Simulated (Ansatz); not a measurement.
(HZn-mu-OH)2 (Zn₂O₂H₄). The state is a singlet with charge 0. Geometry r2SCAN-D4/def2-SVP, basis def2-TZVP, Ansatz.

Cartesian coordinates in Å:
```
Zn 0.555 0.911 -1.028
H 1.126 1.851 -2.088
O -0.715 0.915 0.425
Zn -0.555 -0.911 1.028
H -1.127 -1.852 2.087
O 0.717 -0.914 -0.424
H -1.272 1.625 0.755
H 1.273 -1.625 -0.754
```

| run | HOMO (eV) | LUMO (eV) |
| --- | --- | --- |
| A | -6.87 | -0.62 |
| B | -10.08 | 1.33 |
| C | -8.03 | 0.10 |
| D | -6.59 | -1.09 |
| E | -10.82 | 2.26 |
| F | -7.83 | -0.20 |

Task: The runs used HF, PBE, PBE0, r2SCAN, r2SCAN0, ωB97M-V. Estimate which is which.

Result: A r2SCAN (0 % exact exchange); B ωB97M-V (range-separated); C r2SCAN0 (25 % exact exchange); D PBE (0 % exact exchange); E HF (100 % exact exchange); F PBE0 (25 % exact exchange). Exact exchange lowers occupied and raises empty levels; among semilocal functionals meta-GGAs tend to open the gap a little, and such runs are hard to tell apart. The gap grows from 5.50 eV (PBE) to 13.08 eV (HF).
